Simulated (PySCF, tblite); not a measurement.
Isomers of C3H9ClSSi2. All values are computed: GFN2-xTB (tblite) harmonic vibrations without scaling, gas phase. This tight-binding method is rough: wavenumbers can miss measured ones by several per cent, in bad cases by 10 to 20. Modes of hydrogen on silicon can be 10 to 20 % off. One conformer each.

Electronic energies: PBE0/pcSseg-1 single points on the GFN2-xTB geometries (PySCF, gas phase).

```json
{"SMILES": "C[C@@H]1C[Si@@H](Cl)S[SiH2]1", "electronic energy, lowest = 0 (kJ/mol)": "0.0"}
{"SMILES": "C=C[SiH2]CS[SiH2]Cl", "electronic energy, lowest = 0 (kJ/mol)": "220.7"}
{"SMILES": "[SiH3]SC[SiH2]/C=C\\Cl", "electronic energy, lowest = 0 (kJ/mol)": "360.2"}
```

Task: How do GFN2-xTB zero-point energies change the relative energies?

Result: 
```
                      SMILES  ZPE (kJ/mol)  of it from modes above 1550 cm⁻¹  electronic (kJ/mol)  with ZPE, lowest = 0 (kJ/mol)  lowest mode (cm⁻¹)  rings
C[C@@H]1C[Si@@H](Cl)S[SiH2]1         293.9                             148.7                  0.0                            0.0                  42      1
         C=C[SiH2]CS[SiH2]Cl         274.2                             155.5                220.7                          201.0                  19      0
       [SiH3]SC[SiH2]/C=C\Cl         266.8                             150.6                360.2                          333.1                  16      0
```

The zero-point energies span 27.1 kJ/mol, from `[SiH3]SC[SiH2]/C=C\Cl` to `C[C@@H]1C[Si@@H](Cl)S[SiH2]1`. The order is unchanged.

Task: And how do the electronic energies of GFN2-xTB itself compare?

Result: `C[C@@H]1C[Si@@H](Cl)S[SiH2]1` 0.0; `C=C[SiH2]CS[SiH2]Cl` 202.4; `[SiH3]SC[SiH2]/C=C\Cl` 290.7 kJ/mol, lowest = 0. Against the energies above, taken from the same isomer `C[C@@H]1C[Si@@H](Cl)S[SiH2]1`, the largest difference is 69.5 kJ/mol.
